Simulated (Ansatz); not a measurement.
# Two structures, one formula

Two relaxed structures of MgH₂Se, singlet (PBE0-D4/def2-TZVP; forces vanish, vibrations not checked).

A:

```json
{"atom": "Mg1", "x (Å)": "-0.0848", "y (Å)": "-0.8169", "z (Å)": "0.2738"}
{"atom": "Se2", "x (Å)": "-0.4120", "y (Å)": "1.0370", "z (Å)": "-1.2559"}
{"atom": "H3", "x (Å)": "0.1353", "y (Å)": "-2.1212", "z (Å)": "1.3322"}
{"atom": "H4", "x (Å)": "0.3615", "y (Å)": "1.9010", "z (Å)": "-0.3501"}
```

B:

```
atom    x (Å)    y (Å)    z (Å)
 Mg1   0.2913  -1.4163   1.1122
 Se2  -0.7193   0.9074  -1.6006
  H3  -1.0145   1.9719  -2.5757
  H4   0.0509   1.8364  -0.7680
```

Program: Ansatz 0.2.0. Basis: def2-TZVPP. Cores are frozen in the correlated methods. Filled d shells of the heavier atoms are correlated. The outer core shell of Li, Na, Mg and K is correlated. The def2 sets are not built for correlating such inner shells, so the correlated values are less sure here. B3LYP uses VWN-RPA correlation.

Question: Which structure is lower at CCSD(T), and by how much? (An estimate is asked for; the value comes from the calculation.)

Answer: By the calculation: A, by 103.5 kJ/mol (electronic energy, against the other). By their contacts, A is MgH₂Se ([MgH][SeH]) and B is a complex of H₂Se + Mg.

All methods give the same order:

```
   method  E(B) − E(A) (kJ/mol)
   PBE-D4                 101.0
r2SCAN-D4                 130.5
  PBE0-D4                 108.3
 B3LYP-D4                 101.9
  wB97M-V                 104.6
       HF                 110.7
      MP2                 115.1
     CCSD                 102.9
  CCSD(T)                 103.5
```

T1 diagnostic: at most 0.009.

Labels in which every atom is bracketed show which atoms are joined, not bond orders.

For scale, one of the runs: CCSD(T)/def2-TZVPP, 108 basis functions, launched by `ansatz run in.yaml --threads 2 --pin off --events-out ev --progress --plain --max-ram 4352MiB`. Hardware: 2 CPU threads of an Intel Xeon Platinum 8259CL, shared host. Wall time about 10 s.
